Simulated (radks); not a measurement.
Q: Ionisation of neutral chlorine, [Ne] 3s2 3p5, to [Ne] 3s2 3p4 as the strength of local exchange is varied. Calculated with a radial shooting solver on a logarithmic mesh with Libxc functionals: non-relativistic Kohn-Sham, Slater X-alpha exchange (alpha = 2/3 is LDA exchange), no correlation, spin-polarised, spherical densities, point nucleus; open shells are filled with parallel spins first.

| alpha | E(Cl) (hartree) | exchange (hartree) | IE (eV) | -e of the level emptied (eV) | <r> of it (bohr) |
|---|---|---|---|---|---|
| 0.647 | -456.59854 | -24.48933 | 11.496 | 6.717 (3p) | 1.897 |
| 0.667 | -457.35609 | -25.28268 | 11.715 | 6.920 (3p) | 1.888 |
| 0.692 | -458.30457 | -26.27741 | 11.993 | 7.176 (3p) | 1.876 |
| 0.779 | -461.61853 | -29.76534 | 12.984 | 8.098 (3p) | 1.836 |
| 1.012 | -470.59498 | -39.30700 | 15.822 | 10.787 (3p) | 1.739 |
| 1.025 | -471.10014 | -39.84794 | 15.988 | 10.946 (3p) | 1.734 |
| x | -459.17867 | -27.19554 | 12.251 | 7.416 (3p) | 1.865 |

Which alpha was used in the last row?

A: alpha = 0.715. NIST Atomic Spectra Database: 12.968 eV (measured). The Delta-SCF value meets it near alpha = 0.78. Open shells are spherical and high-spin; term and fine-structure splittings are not resolved.
